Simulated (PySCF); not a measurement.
B(Br)2(OH), HBBr2O, SMILES OB(Br)Br, singlet, CAM-B3LYP/def2-SVP optimised geometry.

```
5

B     -0.48     0.15     0.00
Br     1.45     0.15     0.00
Br    -1.45     1.79     0.00
O     -1.17    -1.00     0.00
H     -0.62    -1.79     0.00
```

Density from CAM-B3LYP/def2-TZVP run with PySCF at that geometry.

Minimum of the electron density along straight lines between bonded atoms, close to the bond critical point (lines longer than 1.1 times the sum of covalent radii, or with two minima, are not listed):

```tsv
bond	length / Å	ρ at the minimum / e bohr⁻³	∇²ρ there / e bohr⁻⁵	position (fraction from the first atom)
B1–Br2	1.928	0.137	-0.29	0.31
B1–Br3	1.910	0.143	-0.32	0.31
B1–O4	1.333	0.229	1.02	0.33
O4–H5	0.966	0.351	-2.43	0.81
```
